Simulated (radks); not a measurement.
Problem. The beryllium ion Be3+, 1s1. Calculated with a radial shooting solver on a logarithmic mesh with Libxc functionals: non-relativistic Kohn-Sham, exchange-only PBE, spin-polarised, spherical densities, point nucleus. Every spin shell is full or empty, so the densities are truly spherical. Functionals are evaluated on that one density, not self-consistently. Rank these orbital-free kinetic functionals by their error against the exact value of the orbitals, and give that value: Thomas-Fermi, von Weizsacker, TF + vW/9, TF + vW/5, LC94, revAPBEK, Thakkar, Pearson, LKT, PG1, DePristo-Kress, Ernzerhof.

Solution. Exact: 7.97457 hartree. From best to worst, with 100 (|E| - |E exact|)/|E exact| (equal figures are ties): von Weizsacker 0.00, LC94 +2.18, Thakkar +2.39, Pearson -2.39, TF + vW/9 +2.68, DePristo-Kress +2.80, revAPBEK +2.93, Ernzerhof +6.56, Thomas-Fermi -8.43, TF + vW/5 +11.57, PG1 +55.14, LKT +62.48.
